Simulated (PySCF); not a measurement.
Excitations are Tamm–Dancoff values on a coarser integration grid. The basis has no diffuse functions, so Rydberg states are missing or too high.

Cartesian coordinates (Å):
SMILES: C[CH2][Sn]([CH2]C)([CH2]C)[CH2]C
```xyz
29

C      0.4326    -2.5049    -1.2416
C      0.0712    -1.0430    -1.4712
Sn     0.1426     0.1431     0.3458
C     -1.3116    -0.6652     1.7398
C     -2.7427    -0.6335     1.2178
C      2.1473    -0.0027     1.1643
C      3.2299     0.3601     0.1559
C     -0.3244     2.2117    -0.1269
C     -1.4012     2.3776    -1.1925
H      1.4517    -2.6167    -0.8359
H      0.3914    -3.0956    -2.1727
H     -0.2513    -2.9886    -0.5249
H      0.7533    -0.5781    -2.2021
H     -0.9422    -0.9497    -1.8951
H     -1.0014    -1.6980     1.9713
H     -1.2237    -0.1002     2.6826
H     -3.4551    -1.0771     1.9341
H     -3.0850     0.3958     1.0223
H     -2.8484    -1.1918     0.2730
H      2.1994     0.6491     2.0517
H      2.2813    -1.0337     1.5312
H      4.2424     0.2802     0.5871
H      3.2040    -0.2990    -0.7274
H      3.1196     1.3933    -0.2125
H      0.6157     2.6929    -0.4447
H     -0.6200     2.7074     0.8128
H     -1.1155     1.8971    -2.1423
H     -2.3600     1.9297    -0.8846
H     -1.6001     3.4399    -1.4154
```
Charge 0, spin multiplicity 1.

What S1–T1 gap (TDA), T1 excitation (TDA), LUMO, dipole moment and total energy does PBE-D3(BJ)/def2-TZVP // PBE0-D4/def2-SVP (PySCF) give?


- S1–T1 gap (TDA) = 0.26 eV
- T1 excitation (TDA) = 5.47 eV
- LUMO = -0.24 eV
- dipole moment = 0.16 D
- total energy = -530.8541 Ha
